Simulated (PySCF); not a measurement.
Bonds (- single, = double, # triple, : aromatic): C1-C2, C2-P3, P3-C4, C4:C5, C5:C6, C6:C7, C7:C8, C8:C9, C9-C10, C10-C11, C10=C2, C9:C4. C1 carries H12, H13, H14; P3 carries H15; C5 carries H16; C6 carries H17; C7 carries H18; C8 carries H19; C11 carries H20, H21, H22.

No relativistic terms, one computed conformer, one averaged value for each set of equivalent atoms, no solvent model. Shielding tensors at PBE0/pcSseg-1 (GIAO); geometry: GFN2-xTB; PySCF.

Shifts are taken against calculated references (same method and geometry level): ¹³C (σref 186.93) against TMS.

Do the ¹³C shifts follow the atomic charges (in e)? Tabulate both.

Results:


```csv
atoms,hybridisation,δ (ppm),σ para (ppm),Hirshfeld,IAO,Mulliken,ESP-fitted
C9,sp2,155.0,-225,-0.01,-0.01,-0.09,-0.05
C10,sp2,149.3,-223,-0.01,-0.00,-0.12,+0.08
C4,sp2,145.8,-226,-0.06,-0.19,-0.45,+0.11
C2,sp2,145.0,-229,-0.05,-0.19,-0.67,+0.17
C5,sp2,135.3,-199,-0.05,-0.15,-0.02,-0.21
C7,sp2,132.7,-201,-0.05,-0.15,-0.06,-0.13
C6,sp2,129.8,-198,-0.06,-0.16,-0.07,-0.20
C8,sp2,125.2,-190,-0.06,-0.17,-0.03,-0.14
C1,sp3,16.6,-74,-0.12,-0.43,-0.13,-0.61
C11,sp3,15.1,-76,-0.12,-0.43,-0.10,-0.51
```

Correlation coefficients of δ with charge over these carbons: Hirshfeld +0.92, IAO +0.92, Mulliken -0.21, ESP-fitted +0.90; with the paramagnetic shielding -0.99. Among the 8 sp2 carbons alone: Hirshfeld +0.74, IAO +0.61, Mulliken -0.41, ESP-fitted +0.70. With so few points, grouped by hybridisation, these coefficients are fragile. Charge is one influence among several: hybridisation and low-lying excitations act through the paramagnetic term.

Shifts are as computed. Against solution values, carbons near 30 ppm lie about +3 ppm off and those near 130 ppm about +5 ppm. Of 1211 compounds with measured shifts, 218 miss one by over three times the rms of a fit or turn the order of signals round; such compounds aren't used in these exercises.
